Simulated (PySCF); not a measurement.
C4H4F2, SMILES C=C(F)/C=C\F.

The structure is a stationary point at B3LYP-D3(BJ)/def2-SVP. The structure was generated by enumeration; whether it is a known compound was not checked. The values are those of a single conformer.

Two levels are set side by side: PBE/def2-TZVP (PySCF) and PBE0/def2-TZVP (PySCF). Same geometry, gas phase. Differences are taken from unrounded values.

```tsv
quantity	PBE
orbital gap (eV)	3.82
highest occupied level (eV)	-5.81
lowest empty level (eV)	-1.98
dipole moment (D)	2.28
mean polarisability (bohr³)	55.2
```

Question: These are the PBE values. What does PBE0 give? (Estimate from the structure and the level; the computed values follow.)

Answer: 
```csv
quantity,PBE0,PBE minus PBE0
orbital gap (eV),5.80,-1.98
highest occupied level (eV),-6.90,1.09
lowest empty level (eV),-1.09,-0.89
dipole moment (D),2.52,-0.23
mean polarisability (bohr³),53.7,1.4
```

PBE's occupied levels lie high since its potential decays too fast outside the molecule; exact exchange lowers them and widens the gap. Differences between two approximate levels are no errors against the true value.

Rough cost on one machine, each run with all the roots and properties that it gave: PBE0 against PBE within a factor of 2.
